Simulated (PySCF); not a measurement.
## Calculated data, BH5N2Si, BH5OSi2, B2H4OSi, B3H6Si

All values are calculated (PySCF 2.14.0). Calculation on a computer-drawn molecule: the log of a Hartree-Fock and frozen-core CCSD(T) single point meant for a local Hartree-Fock minimum, with one planted fault or none, to be diagnosed. Offsets are logged minus clean, where the clean run is the same molecule without the fault. The reference is restricted for singlets and unrestricted otherwise, and also for a bond in bohr or an excited solution. Adding or removing an electron swaps singlet and doublet. The excited solution moves the top pair (singlet) or top alpha electron (doublet) to the lowest empty orbital. Highest occupied and lowest empty are orbital energies over both spins, largest force is the largest gradient component, triples share is (T) over the correlation energy, the T1 limit is 0.02 restricted and 0.045 unrestricted, electrons count all cores, a negative frequency is imaginary (commonest isotopes), and the dipole is about the centre of nuclear charge.

Common to all runs: meant charge 0; meant basis cc-pV(D+d)Z; logged SCF converged yes; possible faults no fault, one electron removed, one electron added, multiplicity raised by two, geometry at a saddle point, SCF held on an excited solution, minimal basis STO-3G, one bond length entered in bohr, all coordinates scaled.

```yaml
- entry: 1
  formula: BH5N2Si
  logged_structure:
    atoms_angstrom:
      - [B, 0.4732, 0.7804, 1.1574]
      - [Si, 0.9632, -0.1954, -0.555]
      - ["N", 0.0487, -0.6546, -1.7517]
      - ["N", 2.6131, -0.5291, -0.5887]
      - [H, 0.8472, 0.3883, 2.2278]
      - [H, -0.836, 2.6256, 1.1089]
      - [H, -0.9225, -0.4173, -1.8206]
      - [H, 3.2256, -0.4195, 0.1938]
      - [H, 3.0436, -0.9952, -1.3644]
  given:
    meant_multiplicity: 1
    logged_electrons: 38
    logged_basis_functions: 90
    logged_spin_squared: 0.6711
    "logged_highest_occupied [eV]": -9.284
    "logged_lowest_empty [eV]": 0.37758
    "logged_largest_force [hartree/bohr]": 0.019623
    logged_T1_diagnostic: 0.060767
    logged_D1_diagnostic: 0.26829
    logged_triples_share: 0.036381
    logged_CC_converged: "yes"
    "logged_dipole_magnitude [debye]": 3.6083
    logged_SCF_stable_within_its_kind: "yes"
    "logged_energy_HF [hartree]": -425.2838
    "logged_energy_CCSD(T) [hartree]": -425.85351
    drawn_bonds_atom: [1, 2, 2, 1, 1, 3, 4, 4]
    drawn_bonds_other_atom: [2, 3, 4, 5, 6, 7, 8, 9]
    drawn_bonds_order: [1, 2, 1, 1, 1, 1, 1, 1]
  results:
    planted_fault: "one bond length entered in bohr, row 5 of the drawn bonds"
    "HF_energy_offset_from_clean_run [kcal/mol]": 75.25
    "CCSD(T)_energy_offset_from_clean_run [kcal/mol]": 74.76
  notes: ["T1 above single-reference limit"]
- entry: 2
  formula: BH5OSi2
  logged_structure:
    atoms_angstrom:
      - [B, -3.6015, 1.6508, -1.873]
      - [Si, -1.6508, 2.2101, -1.9645]
      - [O, -1.1249, 3.1402, -3.0284]
      - [Si, -0.1862, 1.3345, -0.3052]
      - [H, -3.987, 0.6701, -2.443]
      - [H, -4.3929, 2.2834, -1.2336]
      - [H, -0.9387, 0.4517, 0.6201]
      - [H, 0.8819, 0.553, -0.9669]
      - [H, 0.4035, 2.4557, 0.4595]
  given:
    meant_multiplicity: 1
    logged_electrons: 45
    logged_basis_functions: 99
    logged_spin_squared: 0.7757
    "logged_highest_occupied [eV]": -16.72
    "logged_lowest_empty [eV]": -5.7156
    "logged_largest_force [hartree/bohr]": 0.075357
    logged_T1_diagnostic: 0.054851
    logged_D1_diagnostic: 0.32086
    logged_triples_share: 0.031118
    logged_CC_converged: "yes"
    "logged_dipole_magnitude [debye]": 2.4093
    logged_SCF_stable_within_its_kind: "yes"
    "logged_energy_HF [hartree]": -679.99303
    "logged_energy_CCSD(T) [hartree]": -680.47759
    drawn_bonds_atom: [1, 2, 2, 1, 1, 4, 4, 4]
    drawn_bonds_other_atom: [2, 3, 4, 5, 6, 7, 8, 9]
    drawn_bonds_order: [1, 2, 1, 1, 1, 1, 1, 1]
  results:
    planted_fault: "one electron removed"
    "HF_energy_offset_from_clean_run [kcal/mol]": 183.1
    "CCSD(T)_energy_offset_from_clean_run [kcal/mol]": 209.0
  notes: ["T1 above single-reference limit"]
- entry: 3
  formula: B2H4OSi
  logged_structure:
    atoms_angstrom:
      - [B, -1.7683, -0.299, 0.0]
      - [Si, 0.0, 0.7475, 0.0]
      - [B, 1.7683, -0.299, 0.0]
      - [O, 0.0, 2.257, 0.0]
      - [H, -2.8057, 0.2951, 0.0]
      - [H, -1.7837, -1.4984, 0.0]
      - [H, 2.8057, 0.2951, 0.0]
      - [H, 1.7837, -1.4984, 0.0]
  given:
    meant_multiplicity: 1
    logged_electrons: 36
    logged_basis_functions: 85
    logged_spin_squared: 0.0
    "logged_highest_occupied [eV]": -10.339
    "logged_lowest_empty [eV]": -0.51441
    "logged_largest_force [hartree/bohr]": 2.2903e-05
    "logged_lowest_frequency [cm^-1]": -173.23
    logged_T1_diagnostic: 0.023475
    logged_D1_diagnostic: 0.092063
    logged_triples_share: 0.03156
    logged_CC_converged: "yes"
    "logged_dipole_magnitude [debye]": 4.2765
    logged_SCF_stable_within_its_kind: "yes"
    "logged_energy_HF [hartree]": -415.41684
    "logged_energy_CCSD(T) [hartree]": -415.91235
    drawn_bonds_atom: [1, 2, 2, 1, 1, 3, 3]
    drawn_bonds_other_atom: [2, 3, 4, 5, 6, 7, 8]
    drawn_bonds_order: [1, 1, 2, 1, 1, 1, 1]
  results:
    planted_fault: "geometry at a saddle point"
    "HF_energy_offset_from_clean_run [kcal/mol]": 4.487
    "CCSD(T)_energy_offset_from_clean_run [kcal/mol]": 2.663
  notes: ["T1 above single-reference limit"]
- entry: 4
  formula: B3H6Si
  logged_structure:
    atoms_angstrom:
      - [B, -0.0382, -2.9044, -2.5503]
      - [Si, 0.1031, -1.2013, -1.4888]
      - [B, -0.1973, -1.2283, 0.5004]
      - [B, 0.5444, 0.5286, -2.4161]
      - [H, -0.3042, -3.9451, -2.015]
      - [H, 0.1413, -2.9092, -3.7368]
      - [H, -0.4649, -2.2499, 1.0704]
      - [H, -0.1142, -0.2235, 1.1513]
      - [H, 0.6321, 1.5546, -1.7997]
      - [H, 0.7273, 0.5644, -3.6016]
  given:
    meant_multiplicity: 2
    logged_electrons: 35
    logged_basis_functions: 95
    logged_spin_squared: 0.761
    "logged_highest_occupied [eV]": -8.5712
    "logged_lowest_empty [eV]": -0.40006
    "logged_largest_force [hartree/bohr]": 3.0753e-05
    "logged_lowest_frequency [cm^-1]": 151.61
    logged_T1_diagnostic: 0.013771
    logged_D1_diagnostic: 0.061715
    logged_triples_share: 0.027792
    logged_CC_converged: "yes"
    "logged_dipole_magnitude [debye]": 0.00037143
    logged_SCF_stable_within_its_kind: "yes"
    "logged_energy_HF [hartree]": -366.37484
    "logged_energy_CCSD(T) [hartree]": -366.77771
    drawn_bonds_atom: [1, 2, 2, 1, 1, 3, 3, 4, 4]
    drawn_bonds_other_atom: [2, 3, 4, 5, 6, 7, 8, 9, 10]
    drawn_bonds_order: [1, 1, 1, 1, 1, 1, 1, 1, 1]
  results:
    planted_fault: "no fault"
    "HF_energy_offset_from_clean_run [kcal/mol]": 0.0
    "CCSD(T)_energy_offset_from_clean_run [kcal/mol]": 0.0
- entry: 5
  formula: B3H6Si
  logged_structure:
    atoms_angstrom:
      - [B, -0.0382, -2.9044, -2.5503]
      - [Si, 0.1031, -1.2013, -1.4888]
      - [B, -0.1973, -1.2283, 0.5004]
      - [B, 0.5444, 0.5286, -2.4161]
      - [H, -0.3042, -3.9451, -2.015]
      - [H, 0.1413, -2.9092, -3.7368]
      - [H, -0.7029, -3.1588, 1.5776]
      - [H, -0.1142, -0.2235, 1.1513]
      - [H, 0.6321, 1.5546, -1.7997]
      - [H, 0.7273, 0.5644, -3.6016]
  given:
    meant_multiplicity: 2
    logged_electrons: 35
    logged_basis_functions: 95
    logged_spin_squared: 1.4127
    "logged_highest_occupied [eV]": -8.7942
    "logged_lowest_empty [eV]": -0.53824
    "logged_largest_force [hartree/bohr]": 0.021179
    logged_T1_diagnostic: 0.060609
    logged_D1_diagnostic: 0.26166
    logged_triples_share: 0.034703
    logged_CC_converged: "yes"
    "logged_dipole_magnitude [debye]": 1.2172
    logged_SCF_stable_within_its_kind: "yes"
    "logged_energy_HF [hartree]": -366.25659
    "logged_energy_CCSD(T) [hartree]": -366.6597
    drawn_bonds_atom: [1, 2, 2, 1, 1, 3, 3, 4, 4]
    drawn_bonds_other_atom: [2, 3, 4, 5, 6, 7, 8, 9, 10]
    drawn_bonds_order: [1, 1, 1, 1, 1, 1, 1, 1, 1]
  results: {}
  notes: ["T1 above single-reference limit"]
- entry: 6
  formula: B3H6Si
  logged_structure:
    atoms_angstrom:
      - [B, -0.0382, -2.9044, -2.5503]
      - [Si, 0.1031, -1.2013, -1.4888]
      - [B, -0.1973, -1.2283, 0.5004]
      - [B, 0.5444, 0.5286, -2.4161]
      - [H, -0.3042, -3.9451, -2.015]
      - [H, 0.1413, -2.9092, -3.7368]
      - [H, -0.4649, -2.2499, 1.0704]
      - [H, -0.1142, -0.2235, 1.1513]
      - [H, 0.6321, 1.5546, -1.7997]
      - [H, 0.7273, 0.5644, -3.6016]
  given:
    meant_multiplicity: 2
    logged_electrons: 35
    logged_basis_functions: 95
    logged_spin_squared: 0.7553
    "logged_highest_occupied [eV]": -4.4323
    "logged_lowest_empty [eV]": -2.9091
    "logged_largest_force [hartree/bohr]": 0.026672
    "logged_dipole_magnitude [debye]": 3.2439
    logged_SCF_stable_within_its_kind: "no"
    "logged_energy_HF [hartree]": -366.23117
    drawn_bonds_atom: [1, 2, 2, 1, 1, 3, 3, 4, 4]
    drawn_bonds_other_atom: [2, 3, 4, 5, 6, 7, 8, 9, 10]
    drawn_bonds_order: [1, 1, 1, 1, 1, 1, 1, 1, 1]
  results: {}
  notes: ["coupled-cluster numbers left out as unreliable"]
```

Question: Give the missing planted fault for B3H6Si (entry 5).
Answer: one bond length entered in bohr, row 6 of the drawn bonds

Question: Which fault was planted in the run of B3H6Si (entry 6)?
Answer: SCF held on an excited solution

Further results for B3H6Si (entry 5):

```
HF energy offset from clean run      : 74.2 kcal/mol
CCSD(T) energy offset from clean run : 74.05 kcal/mol
```

Further results for B3H6Si (entry 6):

```
HF energy offset from clean run : 90.15 kcal/mol
```
